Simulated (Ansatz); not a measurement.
`N[SiH2][Al]([OH])[Cl]` + `N[SiH2]S` → `N[SiH2]S[SiH2]N` + `[OH][AlH][Cl]`  (cleavage of the Si–Al bond)

Gas-phase electronic energies from Ansatz, PBE0-D4/def2-TZVP geometries. CBS: MP2 limit from def2 TZ/QZ plus the TZ coupled-cluster correction, frozen cores. This one scheme is used for every species. DFT in def2-TZVPP. Each species was taken in one conformer, which may not be the lowest.

| level | ΔE (eV) |
| --- | --- |
| ωB97X-V | -0.88 |
| ωB97M-V | -0.96 |
| B2PLYP | -0.86 |
| HF/def2-QZVPP | -0.85 |

(1) What does CCSD(T)/CBS give? (Best estimate.)

Largest T1 diagnostic among the species: 0.012.

Answers

(1) Computed: -0.90 eV. The listed levels differ from it by 0.02, -0.06, 0.04, 0.05 eV.

From PBE to PBE0 (25 % exact exchange), in def2-TZVPP and without D4, ΔE moves by −0.06 eV. The D4 term adds −0.11 eV with B3LYP and −0.06 eV with PBE0; it sums over pairs of atoms, weighted by their polarisabilities, and B3LYP, whose exchange is more repulsive, gets the larger term.

B3LYP here is the variant with VWN-RPA as its local correlation; programs differ in this.
